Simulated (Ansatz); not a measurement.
Born–Oppenheimer molecular dynamics of C3H5ClSi (10 atoms, charge 0, multiplicity 1). It starts from a relaxed structure.

All numbers below come from Ansatz, RKS PBE-D4/STO-3G.

* ensemble: NVE (velocity Verlet)
* time step: 0.5 fs
* steps asked: 400
* starting velocities drawn for: 300 K
* seed: 444103

First frame:

```xyz
10
Properties=species:S:1:pos:R:3
Si -1.655 -0.498 0.142
C 0.096 0.026 -0.120
C 1.131 0.354 -0.881
Cl 1.764 0.592 -2.521
C 1.453 0.401 0.585
H -2.338 0.512 0.938
H -2.304 -0.645 -1.151
H -1.667 -1.766 0.858
H 2.062 -0.403 1.048
H 1.541 1.376 1.105
```

Q: What does the run give?

A: All steps were run.

```yaml
steps_done: 400
time_covered: 200 fs
mean_temperature_over_the_second_half: 145 K
spread_of_the_potential_energy_over_the_second_half: 3.3 meV per atom
mean_potential_energy_of_the_second_half_above_the_start: 16.1 meV per atom
```

The conserved energy stayed within 0.14 meV per atom of its start (net change 0.051 meV per atom), so the integration is sound. The temperature averaged 0.48 of the 300 K drawn at the start: a run that starts near a minimum puts about half its kinetic energy into the potential. A run of 0.2 ps of so small a system gives no equilibrium averages. Limits of this set-up: minimal basis.

Q: What happens to the structure?

A: The same pairs are bonded in the first frame and the last. Pairs count as bonded within 1.25 times the sum of covalent radii (0.12 Å more for H–H). This is one draw of velocities; another would differ in detail.

Q: How do temperature and energy run in time?

A: 
| time (fs) | T (K) | potential energy less start (eV) | conserved less start (meV/atom) |
| --- | --- | --- | --- |
| 0.0 | 300 | 0.000 | 0.00 |
| 6.5 | 112 | 0.195 | 0.07 |
| 13.0 | 127 | 0.180 | 0.11 |
| 19.5 | 199 | 0.105 | 0.05 |
| 26.0 | 129 | 0.177 | 0.05 |
| 32.5 | 199 | 0.105 | 0.07 |
| 39.0 | 99 | 0.209 | 0.12 |
| 45.5 | 181 | 0.124 | 0.07 |
| 52.0 | 198 | 0.106 | 0.04 |
| 58.5 | 89 | 0.219 | 0.10 |
| 65.0 | 194 | 0.110 | 0.09 |
| 71.5 | 124 | 0.183 | 0.07 |
| 78.0 | 130 | 0.177 | 0.06 |
| 84.5 | 183 | 0.122 | 0.09 |
| 91.0 | 116 | 0.191 | 0.11 |
| 97.5 | 182 | 0.123 | 0.05 |
| 104.0 | 122 | 0.184 | 0.08 |
| 110.5 | 138 | 0.168 | 0.12 |
| 117.0 | 165 | 0.140 | 0.08 |
| 123.5 | 84 | 0.224 | 0.07 |
| 130.0 | 187 | 0.118 | 0.09 |
| 136.5 | 147 | 0.160 | 0.10 |
| 143.0 | 130 | 0.176 | 0.05 |
| 149.5 | 171 | 0.134 | 0.06 |
| 156.0 | 114 | 0.194 | 0.10 |
| 162.5 | 176 | 0.129 | 0.06 |
| 169.0 | 135 | 0.172 | 0.05 |
| 175.5 | 146 | 0.160 | 0.08 |
| 182.0 | 153 | 0.153 | 0.09 |
| 188.5 | 137 | 0.169 | 0.07 |
| 195.0 | 180 | 0.124 | 0.03 |

Run time: 6.2 min on 1 thread of Intel(R) Xeon(R) 6975P-C (Granite Rapids), on a shared host, peak memory 0.1 GiB.
